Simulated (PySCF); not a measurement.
Method: PBE0/[In def2-TZVP with ECP28, H def2-TZVP], scalar-relativistic core potentials, density fitting, no spin–orbit coupling, PySCF.

Each entry is the lowest minimum that a search over a few typed start shapes (and spin states, where more than one is plausible) found, or that minimum re-optimised at the stated level; isomers with ligand–ligand bonds, or fragments after loss of a ligand pair, can lie lower. Open shells are unrestricted.

InH2 is a doublet of C2v symmetry with In–H 1.758 Å (×2); H–In–H 120.7°. Its wavenumbers are 607, 1627, 1689 cm⁻¹.

(1) What changes when one electron is removed, giving InH₂⁺?

## Answers

(1) It costs 6.61 eV between the minima (6.69 eV with zero-point energy). InH₂⁺ is a singlet of D∞h symmetry with In–H 1.666 Å (×2); H–In–H 180.0°; wavenumbers 652 (×2), 1968, 2051 cm⁻¹.
